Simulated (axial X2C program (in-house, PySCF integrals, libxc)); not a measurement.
Nuclear properties of FInF⁻

Calculated with an axial X2C code built on PySCF integrals: two-component X2C with atomic mean-field Coulomb and Gaunt terms, Gaussian nuclei, basis F dyall-av3z, In dyall-v3z with contracted cores.

F–In–F held linear, with bonds 2.222 and 2.222 Å (near the PBE0 minimum at charge -1 of the determinant lowest at the starting distance; the state shown can have its own minimum elsewhere, held linear; other orders of the atoms were not compared).

Determinant lowest in the PBE0 search, Ω = 0 (closed shell), highest spinor 41% F p, 40% In s, 9% In d:

| level | qzz F (a.u.) | qzz In (a.u.) |
| --- | --- | --- |
| PBE0 | 0.08 | -3.19 |
| HF | 0.07 | -2.76 |
| TPSSh | 0.08 | -3.22 |

Determinant 2.32 eV from it at PBE0 and this distance, Ω = 2 (⟨Sz⟩ = 1.00, ⟨Lz⟩ = 1.00 at PBE0), spin on the atoms F 0.03, In 0.95, F 0.03:

```csv
level,A∥/gI F (MHz),qzz F (a.u.),A∥/gI In (MHz),qzz In (a.u.)
PBE0,66.1,1.49,2040,-0.85
HF,68.5,1.06,2500,-0.97
TPSSh,64,1.51,1950,-0.77
```

A∥ (defined per Ω) follows by multiplying with gI = μI/(I μN); qzz is the electric field gradient, eQq0 = 234.96 MHz × Q/barn × qzz. The operators were transformed with the bare-nucleus X2C matrices; with these basis sets, hyperfine constants and field gradients can be off by tens of per cent, and where levels differ in sign neither size nor sign is settled.

**Question.** With Q(115In) = 0.772 barn (Q from Pyykkö, Mol. Phys. 2018), turn the PBE0 values of the first state into constants in MHz.

**Answer.** eQq0(115In) = 234.96 × (0.772) × (-3.19) = -579 MHz.

The molecule was held linear; bending was not examined, so a bent shape may lie lower.

Each state is one determinant with collinear spin, which with several unpaired electrons need not be a pure state. Unrestricted Hartree–Fock can overshoot spin polarisation at the nuclei. For an anion, determinants above electron detachment, or with a positive highest level, are held by the basis set. With several open shells hyperfine constants can be off by a factor of several. Open-shell Ω = 0 determinants with evenly filled partner blocks cannot be reached by this program, so the Ω shown need not be the lowest component. The search compared states at one distance, so a state with another bond length can lie lower. PBE0 term energies can be off by some tenths of an eV.
